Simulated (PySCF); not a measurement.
**Excitation energy of W⁺ by level of theory**

W⁺ [Xe] 4f14 5d4 6s1 (6D) → W⁺ [Xe] 4f14 5d5 (6S), as a difference of total energies. Calculation: PySCF 2.14, in aug-cc-pVTZ-PP with ECP60MDF (6s6p5d3f2g, 88 functions); a scalar-relativistic core potential. Correlated levels: valence: 5s2 5p6 frozen. The calculations carry no spin-orbit coupling.

| method | excitation energy (cm⁻¹) | error (cm⁻¹) |
| --- | --- | --- |
| UHF | 3831.9 | +555 |
| LDA | 3939.6 | +663 |
| PBE | 3487.4 | +211 |
| PBE0 | 2822.0 | -455 |
| r2SCAN | 5024.1 | +1747 |
| BP86 | 3941.4 | +665 |
| B2PLYP | 3288.4 | +12 |
| M06 | 216.63 | -3060 |
| TPSSh | 3563.3 | +287 |
| MP2 (valence) | 2904.6 | -372 |
| SCS-MP2 (valence) | 3522.8 | +246 |

Reference: 3276.6 cm⁻¹ (measured; NIST levels, between the centres of gravity of the two terms).

Errors of the correlated levels include the incompleteness of this basis and the frozen core.
